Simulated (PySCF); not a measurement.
CH₅FN₂Si₂, SMILES [Si@H]1(C=N[SiH2]N1)F.

Coordinates come from a PBE-D3(BJ)/def2-SVP optimisation. The structure was generated by enumeration; whether it is a known compound was not checked.

Calculation: PBE-D3(BJ)/def2-SVP in PySCF.

Frequencies are harmonic and unscaled.

```csv
mode,ν (cm⁻¹),IR (km/mol),moving atoms (share of kinetic energy)
1,103,1.0,"F 35 %, N 26 %, Si 19 %, H 15 %"
2,175,9.6,"F 39 %, N 26 %, Si 16 %, H 13 %"
3,264,3.7,"H 32 %, N 28 %, F 20 %, Si 13 %"
4,344,23.4,"H 26 %, N 25 %, Si 17 %, F 17 %, C 15 %"
5,374,59.2,"H 76 %, C 12 %"
6,436,9.3,"Si 60 %, N 25 %, H 11 %"
7,457,26.5,"Si 40 %, N 35 %, C 18 %"
8,589,9.3,"H 63 %, C 24 %, Si 9 %"
9,633,48.3,"H 58 %, N 18 %, Si 16 %, C 9 %"
10,664,19.0,"H 89 %, N 9 %"
11,680,15.9,"N 52 %, H 24 %, Si 21 %"
12,700,5.1,"N 40 %, H 22 %, C 21 %, Si 13 %"
13,767,8.9,"H 49 %, Si 19 %, C 19 %, N 12 %"
14,812,61.1,"H 41 %, F 23 %, N 18 %, Si 17 %"
15,839,13.2,"H 75 %, N 12 %"
16,847,79.8,"H 47 %, Si 20 %, F 17 %, N 9 %"
17,889,209.8,"H 54 %, Si 23 %, C 11 %"
18,908,230.5,"H 56 %, Si 26 %, N 12 %"
19,957,79.9,"H 84 %, Si 11 %"
20,1048,224.4,"H 55 %, N 37 %"
21,1286,6.5,"H 81 %, C 11 %"
22,1602,38.2,"C 53 %, N 46 %"
23,2173,114.6,H 96 %
24,2176,173.1,H 98 %
25,2187,103.6,H 97 %
26,2937,56.4,H 92 %
27,3557,55.5,H 93 %
```
